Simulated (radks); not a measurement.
Li-, configuration [He] 2s2. Method: non-relativistic Kohn-Sham, PBE, spin-polarised, spherical densities, point nucleus; Watson sphere of charge +1 and radius 3.14 bohr; computed with a radial shooting solver on a logarithmic mesh with Libxc functionals.

X-ray form factor f0, the Fourier transform of the density (f0(0) = 4):

sin(theta)/lambda (1/angstrom)  f0 (electrons)
0.05                                     3.494
0.1                                      2.578
0.15                                     1.968
0.2                                      1.703
0.25                                     1.584
0.3                                      1.490
0.4                                      1.267
0.5                                      1.032
0.6                                      0.825
0.8                                      0.516
1                                        0.325
1.25                                     0.187
1.5                                      0.113
2                                        0.046
